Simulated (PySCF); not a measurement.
Isomers of C3H6OSi, one GFN2-xTB conformer each. Single-point energies are computed at PBE0/pcSseg-1 (PySCF, gas phase, no added dispersion term), electronic only.

```tsv
SMILES	GFN2-xTB relative energy (kJ/mol)
C=C([SiH3])C=O	65.1
C#C[SiH2]OC	0.0
C=CC(=O)[SiH3]	78.6
```

Conformers: `[CH2:1]=[C:2]([SiH3:3])[CH:4]=[O:5]` with C1–C2–C4–O5 180°; `[CH:1]#[C:2][SiH2:3][O:4][CH3:5]` with C2–Si3–O4–C5 -59°; `[CH2:1]=[CH:2][C:3](=[O:4])[SiH3:5]` with C1–C2–C3–O4 -174°.

Task: What does PBE0/pcSseg-1 give for the same structures?

Result: 
```
        SMILES  PBE0/pcSseg-1 E (Eh)  PBE0/pcSseg-1 (kJ/mol)  GFN2-xTB (kJ/mol)  point group
C=C([SiH3])C=O            -482.22490                     0.0               65.1           Cs
   C#C[SiH2]OC            -482.21857                    16.6                0.0           C1
C=CC(=O)[SiH3]            -482.21479                    26.6               78.6      near Cs
```

GFN2-xTB puts C#C[SiH2]OC lowest instead; measured from each level's own lowest isomer, the values differ by up to 65.1 kJ/mol (C=C([SiH3])C=O: 65.1 against 0.0). Neighbours under 10 kJ/mol apart (C#C[SiH2]OC and C=CC(=O)[SiH3]) can change places with a better method, another conformer or zero-point energy.

Task: Which frontier levels, dipoles and rotational constants go with these structures?

Result: 
```
        SMILES  HOMO (eV, PBE0/pcSseg-1)  LUMO (eV)  dipole (D)     A, B, C (MHz)
C=C([SiH3])C=O                     -7.69      -2.04        3.06  4796, 3862, 2195
   C#C[SiH2]OC                     -8.20      -0.37        1.41  7491, 2449, 1952
C=CC(=O)[SiH3]                     -7.00      -2.03        2.95  5197, 3396, 2105
```
